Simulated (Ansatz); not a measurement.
`Cl[CH2][GeH3]` → `[CH2]` (triplet) + `[Cl][GeH3]`  (formal loss of a carbene)

Gas-phase electronic energies from Ansatz, PBE0-D4/def2-TZVP geometries. CCSD(T)/CBS is the MP2 limit (def2-TZVPP, def2-QZVPP) plus CCSD(T) − MP2 in def2-TZVPP, frozen cores. This one scheme is used for every species. Functionals use def2-TZVPP. B3LYP here is the variant with VWN-RPA as its local correlation; programs differ in this. HSE06 is defined as in plane-wave codes. Triplets are unrestricted, without spin–orbit coupling. For Ge outer-core shells are correlated without core-valence functions, which leaves a few kJ/mol of doubt a bond. Scalar relativity is left out up to krypton.

Problem. Is it downhill or uphill in electronic energy at CCSD(T)/CBS, and by how much? (Best estimate.)

Solution. Computed: Uphill: ΔE = +3.34 eV.

Problem. What do these levels give: HSE06-D4, B2PLYP, B3LYP, HSE06, BHLYP, LC-ωPBE, RPA@PBE/def2-TZVPP, HF/def2-SVP, CCSD(T)/def2-SVP, CCSD(T)/def2-TZVPP, HF/CBS(def2), MP2/CBS(def2)? (Estimate.)

Solution. Ansatz gave: HSE06-D4 3.26, B2PLYP 3.18, B3LYP 3.11, HSE06 3.21, BHLYP 2.95, LC-ωPBE 3.17, RPA@PBE/def2-TZVPP 3.18, HF/def2-SVP 1.62, CCSD(T)/def2-SVP 3.04, CCSD(T)/def2-TZVPP 3.20, HF/CBS(def2) 1.61, MP2/CBS(def2) 3.45 eV.

Largest T1 diagnostic among the species: 0.011.

From PBE to PBE0 (25 % exact exchange), in def2-TZVPP and without D4, ΔE moves by −0.13 eV. At CCSD(T), def2-SVP lies −0.30 eV from the extrapolated value and def2-TZVPP −0.14 eV. In def2-TZVPP, CCSD(T) changes the Hartree–Fock value by +1.59 eV (the triples alone add +0.14 eV) and MP2 by +1.70 eV.
